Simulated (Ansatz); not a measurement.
Geometry optimisation, RKS r2SCAN-D4/STO-3G in Ansatz.

Input:

```yaml
crystal:
  periodic: [false, false, false]
  atoms:
    - { symbol: Si, position_ang: [0.0, 0.0, 0.0] }
    - { symbol: "N", position_ang: [0.0, 0.0, 1.82] }
    - { symbol: H, position_ang: [-0.877, -0.2713, 2.35] }
    - { symbol: H, position_ang: [0.877, 0.2713, 2.35] }
    - { symbol: O, position_ang: [1.5842, 0.0, -0.5594] }
    - { symbol: C, position_ang: [2.3503, -1.1632, -0.836] }
    - { symbol: H, position_ang: [1.7187, -1.9052, -1.3675] }
    - { symbol: H, position_ang: [3.2179, -0.8926, -1.4733] }
    - { symbol: H, position_ang: [2.7141, -1.6023, 0.1163] }
    - { symbol: O, position_ang: [-0.7913, 1.3709, -0.5594] }
    - { symbol: C, position_ang: [-2.1512, 1.4177, -0.9653] }
    - { symbol: H, position_ang: [-2.7687, 0.8215, -0.2614] }
    - { symbol: H, position_ang: [-2.5023, 2.4707, -0.9639] }
    - { symbol: H, position_ang: [-2.2473, 0.9975, -1.9882] }
    - { symbol: C, position_ang: [-0.8808, -1.5259, -0.6227] }
    - { symbol: H, position_ang: [-1.3804, -2.0377, 0.2261] }
    - { symbol: H, position_ang: [-1.6409, -1.2332, -1.3768] }
    - { symbol: H, position_ang: [-0.1449, -2.2146, -1.0879] }
basis:
  gaussian: { orbitals: STO-3G }
hamiltonian:
  xc: r2scan
  dispersion: d4
relax:
  f_tol: 0.02
  max_steps: 40
```

Run as:

```bash
$ ansatz run input.yaml --threads 1 --pin off --max-ram 2048MiB --backend cpu --events-out ev --progress --plain --runs-dir out
```

Problem. Where does it end, and by what steps?

Solution. The forces met the threshold. Limits of this set-up: minimal basis. After 18 steps the energy has fallen by 1.112 eV; H12 moved furthest, 1.15 Å.

| step | energy less start (eV) | largest force component (eV/Å) | accepted |
| --- | --- | --- | --- |
| 0 | 0.0000 | 2.748 | yes |
| 1 | -0.6906 | 1.723 | yes |
| 2 | -0.8577 | 0.453 | yes |
| 3 | -0.9486 | 0.644 | yes |
| 4 | -0.9908 | 0.951 | yes |
| 5 | -1.0335 | 0.411 | yes |
| 6 | -1.0403 | 0.612 | yes |
| 7 | -1.0563 | 0.565 | yes |
| 8 | -1.0803 | 0.176 | yes |
| 9 | -1.0934 | 0.146 | yes |
| 10 | -1.0867 | 0.475 | no |
| 11 | -1.1005 | 0.095 | yes |
| 12 | -1.1046 | 0.107 | yes |
| 13 | -1.1066 | 0.203 | yes |
| 14 | -1.1094 | 0.098 | yes |
| 15 | -1.1106 | 0.038 | yes |
| 16 | -1.1116 | 0.053 | yes |
| 17 | -1.1119 | 0.055 | yes |
| 18 | -1.1121 | 0.020 | yes |

```xyz
18
Properties=species:S:1:pos:R:3
Si -0.007 -0.118 -0.340
N 0.165 -0.250 1.412
H -0.739 -0.519 1.868
H 0.416 0.669 1.847
O 1.547 0.050 -1.029
C 2.395 -1.075 -0.648
H 2.106 -2.027 -1.148
H 3.427 -0.833 -0.969
H 2.410 -1.264 0.448
O -0.676 1.359 -0.909
C -2.080 1.469 -0.536
H -2.257 1.436 0.565
H -2.442 2.452 -0.896
H -2.728 0.688 -0.996
C -0.965 -1.641 -0.884
H -1.932 -1.709 -0.373
H -1.156 -1.631 -1.962
H -0.406 -2.553 -0.650
```

Whether the end is a true minimum wasn't checked by a vibrational analysis.

Time of the run: 2.7 min on 1 thread of Intel(R) Xeon(R) Platinum 8259CL CPU @ 2.50GHz (Skylake/Cascade Lake), with other jobs on the host, peak memory 0.2 GiB.
